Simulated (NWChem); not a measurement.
System: CH₅ClFNSi; SMILES CN[Si@H](F)Cl

The following NWChem deck was run.

```
start job
memory heap 200 mb stack 900 mb global 1100 mb
geometry units angstroms noautoz
  C     -0.612962     2.526985     0.057811
  N     -0.803613     1.094500    -0.102751
  Si     0.360746    -0.105673     0.258048
  F      1.475276    -0.354307    -0.917208
  Cl    -0.644032    -1.903675     0.458271
  H      0.242888     2.716927     0.737964
  H     -0.393802     3.055348    -0.897971
  H     -1.502576     3.008804     0.518068
  H     -1.629525     0.821256    -0.640536
  H      1.125123     0.267519     1.481612
end
basis spherical
  * library 6-31+g*
end
dft
  xc bhlyp
  iterations 150
end
tddft
  cis
  nroots 6
  notriplet
end
task tddft energy
```

Geometry: optimised at PBE-D3(BJ)/def2-SVP.

Vertical excitations in the gas phase.

### Question
Predict the main results of this run. (BHandHLYP/6-31+G* (spherical d), TDA.) Quantities: lowest excitation, singlet (eV); oscillator strength of that lowest state; lowest state with f > 0.02, singlet (eV); oscillator strength of that bright state; orbital gap (eV).

### Answer
The lowest excitation, singlet (eV) comes out as 6.71 and the oscillator strength of that lowest state comes out as 0.002. The lowest state with f > 0.02, singlet (eV) comes out as 7.80, the oscillator strength of that bright state is 0.036 and the orbital gap (eV) comes out as 9.44.
